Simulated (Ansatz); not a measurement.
`C=[C](F)[GeH2][CH3]`, relaxed with RKS PBE0-D4/def2-TZVP in Ansatz 0.2.0 from a PBE-D4/def2-SVP geometry. The force threshold is 0.005 eV/Å; the program also tests the step.

Total charge 0; spin multiplicity 1.

Start:

```xyz
12

C    -0.373   -0.581    1.978
C    -0.964   -0.657    0.775
F    -2.305   -0.841    0.695
Ge   -0.057   -0.490   -0.975
C     0.896    1.228   -1.046
H    -0.958   -0.670    2.908
H     0.714   -0.434    2.051
H     0.948   -1.663   -1.142
H    -1.144   -0.580   -2.077
H     1.444    1.331   -2.002
H     0.176    2.065   -0.953
H     1.622    1.293   -0.212
```

```tsv
step	energy (eV)	largest force (eV/Å)	largest move (Å)
1	-62448.2925	0.653	0.000
2	-62448.3368	0.146	0.026
3	-62448.3395	0.052	0.011
4	-62448.3396	0.053	0.015
5	-62448.3406	0.057	0.051
6	-62448.3410	0.028	0.014
7	-62448.3423	0.070	0.065
8 (rejected)	-62448.3413	0.382	0.164
9	-62448.3442	0.112	0.082
10	-62448.3490	0.128	0.096
11	-62448.3532	0.319	0.146
12	-62448.3588	0.380	0.111
13	-62448.3658	0.441	0.166
14	-62448.3776	0.224	0.200
15	-62448.3843	0.208	0.068
16	-62448.3916	0.038	0.111
17 (rejected)	-62448.3874	0.451	0.183
18	-62448.3938	0.093	0.089
19	-62448.3944	0.105	0.067
20	-62448.3947	0.074	0.031
21	-62448.3950	0.003	0.010
22	-62448.3950	0.004	0.007
23	-62448.3950	0.003	0.006
```

End:

```xyz
12

C    -0.550   -0.220    1.882
C    -0.849   -0.851    0.759
F    -1.711   -1.890    0.798
Ge   -0.166   -0.446   -1.031
C     1.057    1.066   -0.912
H    -0.979   -0.517    2.832
H     0.140    0.613    1.863
H     0.543   -1.701   -1.570
H    -1.366   -0.128   -1.941
H     1.447    1.309   -1.901
H     0.540    1.942   -0.519
H     1.896    0.825   -0.258
```

Hardware: 4 threads of an Arm Neoverse V1 on a shared host. Wall time 100 s, peak host memory 0.62 GiB.
